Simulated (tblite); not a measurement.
C4H11N2Si (doublet state).
SMILES with atom numbers: `[CH2:1]=[CH:2][C@H:3]([CH3:4])[NH:5][SiH2:6][NH:7]` (hydrogens: H8, H9 on C1; H10 on C2; H11 on C3; H12, H13, H14 on C4; H15 on N5; H16, H17 on Si6; H18 on N7)
Bond orders are those of one Lewis drawing.

Computed with GFN2-xTB (tblite), gas phase: L-BFGS steps from a force-field or distance-geometry start until the largest atomic force falls under 0.01 eV/Å.

Step 72: E = -589.5042 eV
```
atom  x, y, z in Å  |  force x, y, z in eV/Å
C1     -0.6652    2.2791   -0.0347   -0.005   0.024   0.007
C2     -0.8111    1.0543    0.4303   -0.063  -0.028  -0.037
C3     -0.8383   -0.1667   -0.4679    0.059  -0.097  -0.010
C4     -1.4960   -1.3596    0.2178   -0.076  -0.030   0.049
N5      0.4795   -0.5230   -0.9214    0.059   0.024   0.044
Si6     1.8650   -0.9814    0.1091   -0.138   0.031  -0.070
N7      2.7670    0.4315    0.0749   -0.034   0.026   0.042
H8     -0.5392    2.4805   -1.0858   -0.083  -0.006  -0.034
H9     -0.6648    3.1396    0.6093    0.093   0.040   0.073
H10    -0.8971    0.8656    1.4923   -0.001  -0.026  -0.063
H11    -1.4402    0.0845   -1.3580    0.107   0.018   0.044
H12    -0.9768   -1.6392    1.1280    0.067   0.056   0.012
H13    -1.4870   -2.2142   -0.4532   -0.003  -0.007  -0.017
H14    -2.5252   -1.1192    0.4707   -0.052   0.025  -0.018
H15     0.7770    0.0626   -1.6894    0.019  -0.049   0.045
H16     2.4923   -2.0485   -0.6638    0.026   0.056   0.022
H17     1.2983   -1.4967    1.3602    0.017   0.002  -0.036
H18     2.6534    1.1571    0.7700    0.007  -0.059  -0.054
```

Step 73: E = -589.5074 eV
```
atom  x, y, z in Å  |  force x, y, z in eV/Å
C1     -0.6660    2.2753   -0.0424   -0.017  -0.029   0.021
C2     -0.7799    1.0489    0.4297   -0.056  -0.014  -0.013
C3     -0.8330   -0.1680   -0.4692    0.079  -0.158  -0.052
C4     -1.5086   -1.3549    0.2130   -0.071  -0.095   0.074
N5      0.4809   -0.5428   -0.9248    0.095   0.050   0.051
Si6     1.8688   -0.9749    0.1179   -0.165   0.059  -0.111
N7      2.7574    0.4475    0.1052   -0.064   0.059   0.086
H8     -0.5861    2.4816   -1.0986   -0.101  -0.027   0.033
H9     -0.6507    3.1303    0.6068    0.112   0.099   0.070
H10    -0.8111    0.8549    1.4959   -0.016   0.003  -0.138
H11    -1.4313    0.0948   -1.3566    0.088   0.024   0.023
H12    -0.9728   -1.6640    1.1069    0.020   0.078  -0.053
H13    -1.5383   -2.2024   -0.4720    0.003   0.091   0.049
H14    -2.5275   -1.0939    0.4967    0.039   0.021  -0.050
H15     0.7826    0.0255   -1.7063   -0.032  -0.079   0.102
H16     2.5108   -2.0286   -0.6589    0.049   0.046   0.019
H17     1.2927   -1.5032    1.3571    0.013  -0.011  -0.005
H18     2.6036    1.1802    0.7880    0.024  -0.116  -0.106
```

**Question.** Estimate the geometry and energy of step 74. (The exact step hangs on the optimiser's Hessian estimate; all steps are aligned on step 73, rigid shifts and turns removed.)

**Answer.** E = -589.5123 eV, largest force 0.202 eV/Å
```
atom  x, y, z in Å  |  force x, y, z in eV/Å
C1     -0.6651    2.2710   -0.0467   -0.020   0.031   0.059
C2     -0.7671    1.0438    0.4220   -0.053  -0.067  -0.036
C3     -0.8337   -0.1715   -0.4733    0.065  -0.169  -0.089
C4     -1.5207   -1.3522    0.2128    0.000  -0.040   0.044
N5      0.4802   -0.5520   -0.9255    0.095   0.018   0.069
Si6     1.8679   -0.9656    0.1212   -0.151   0.028  -0.110
N7      2.7516    0.4587    0.1193   -0.029  -0.045  -0.033
H8     -0.6146    2.4853   -1.1018   -0.093  -0.008   0.009
H9     -0.6322    3.1152    0.6155    0.109   0.139   0.032
H10    -0.7681    0.8455    1.4842   -0.023  -0.008  -0.012
H11    -1.4230    0.0985   -1.3619    0.027   0.011  -0.019
H12    -0.9807   -1.6600    1.1017    0.059   0.045   0.019
H13    -1.5585   -2.2006   -0.4665    0.009   0.036  -0.018
H14    -2.5362   -1.0920    0.5048    0.019   0.084  -0.066
H15     0.7902    0.0077   -1.7098   -0.084  -0.062   0.089
H16     2.5178   -2.0086   -0.6594    0.078   0.013   0.003
H17     1.2904   -1.5035    1.3522   -0.005  -0.028   0.044
H18     2.5935    1.1865    0.7996   -0.003   0.022   0.015
```

The energy changes by -0.0049 eV. The first-order estimate −F·Δx gives -0.0082 eV and the mean of the old and new forces, exact on a quadratic surface, -0.0049 eV. The step makes an angle of 79° with the force vector and moves no atom by more than 0.046 Å.

What follows is the cost of the whole relaxation. Time: 2.9 s wall. Hardware: an Arm Neoverse N1 with one thread, no GPU, on a shared host.
